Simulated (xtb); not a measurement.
Input for xtb: GFN-FF on C2H3FO (a complex), monomers drawn apart or pushed together.

```
$ xtb mol.xyz --gfnff --sp --chrg 0 --uhf 0
7

C      0.09766566     0.39493887     0.63919541
O     -0.44639982    -0.17279041    -0.16476664
C     -0.07077565    -0.99525090     6.41313064
F     -0.76337934    -1.72937743     5.45430875
H      0.63614285    -1.65670955     6.91518467
H      0.45859642    -0.18385250     5.91365759
H     -0.78774543    -0.59501398     7.13081931
```

What total energy does the run end on?

-0.9398 hartree.
